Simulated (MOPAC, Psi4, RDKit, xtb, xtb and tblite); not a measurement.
Two geometries of C₅H₆OS, SMILES OCc1cccs1, singlet, relaxed at GFN2-xTB with one dihedral held; other torsions can differ between them too.

Structure A

```
13

O     -2.5261     0.7029     0.1033
C     -1.7524    -0.4780     0.0925
C     -0.2818    -0.2021     0.0999
C      0.5043     0.2009    -0.9348
C      1.8485     0.4198    -0.5577
C      2.0651     0.1836     0.7599
S      0.6327    -0.3096     1.5709
H     -2.3002     1.2164     0.8875
H     -2.0139    -1.1181     0.9470
H     -2.0301    -0.9926    -0.8315
H      0.1326     0.3360    -1.9344
H      2.6163     0.7366    -1.2405
H      2.9785     0.2662     1.3146
```

Structure B

```
13

O     -2.5526     0.6732     0.1092
C     -1.7552    -0.4875     0.1042
C     -0.2871    -0.2008     0.0836
C      0.6351    -0.5493    -0.8518
C      1.9390    -0.0954    -0.5445
C      1.9885     0.5998     0.6173
S      0.4470     0.7097     1.3693
H     -2.3017     1.2191     0.8637
H     -1.9957    -1.1164     0.9775
H     -2.0294    -1.0340    -0.8015
H      0.3941    -1.1142    -1.7343
H      2.7964    -0.2774    -1.1673
H      2.8325     1.0621     1.0892
```

**Question.** Which is lower in energy at the level Psi4 with DF-MP2 (frozen core)/cc-pVTZ // GFN2-xTB, and by how much?

**Answer.** A is lower, by 0.86 kcal/mol (dihedral O1–C2–C3–S7: 100° in A, 60° in B).

E(B) − E(A) in kcal/mol at the other levels, on the same two geometries: GFN2-xTB (xtb and tblite) -0.01; MMFF94 // GFN2-xTB (RDKit) 0.56; PBE0/def2-TZVP // GFN2-xTB (Psi4) 0.79; PBE0-D3(BJ)/def2-TZVP // GFN2-xTB (Psi4) 0.77; PBE/def2-TZVP // GFN2-xTB (Psi4) 0.94; PBE-D3(BJ)/def2-TZVP // GFN2-xTB (Psi4) 0.91; HF/cc-pVTZ // GFN2-xTB (Psi4) 0.52; UFF // GFN2-xTB (RDKit) 0.97; AM1, restricted, heats of formation // GFN2-xTB (MOPAC) 0.80; PM7, restricted, heats of formation // GFN2-xTB (MOPAC) 0.73; GFN1-xTB // GFN2-xTB (xtb) -0.35.
